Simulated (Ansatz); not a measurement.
H3NSn (SMILES [NH2][SnH]) moved off its minimum; all values from Ansatz (an electronic-structure program), cores frozen in correlated methods. Elements past Kr take the def2 small-core potentials, without spin–orbit coupling.
(charge 0, multiplicity 1)
```xyz
5

Sn    -0.04395    -0.00555     0.26620
H     -0.73081     1.40252    -0.89413
N      0.73589    -0.94416    -1.15632
H      0.67195    -0.87383    -2.13868
H      1.06618    -1.93080    -0.97965
```

Forces at r2SCAN/def2-TZVPP (eV/Å):

```csv
atom,Fx,Fy,Fz
Sn1,-2.008,2.897,2.078
H2,0.467,-0.876,0.718
N3,2.019,-4.145,-1.596
H4,-0.162,0.540,-1.115
H5,-0.317,1.583,-0.085
```

Task: Give the forces (eV/Å), the total energy and the dipole at CCSD(T)/def2-TZVPPD.

Result: 
```tsv
atom	Fx	Fy	Fz
Sn1	-2.209	3.139	2.429
H2	0.448	-0.844	0.722
N3	2.244	-4.407	-1.938
H4	-0.172	0.545	-1.120
H5	-0.311	1.566	-0.092
```
Energy -269.8992 hartree, dipole 1.85 D.
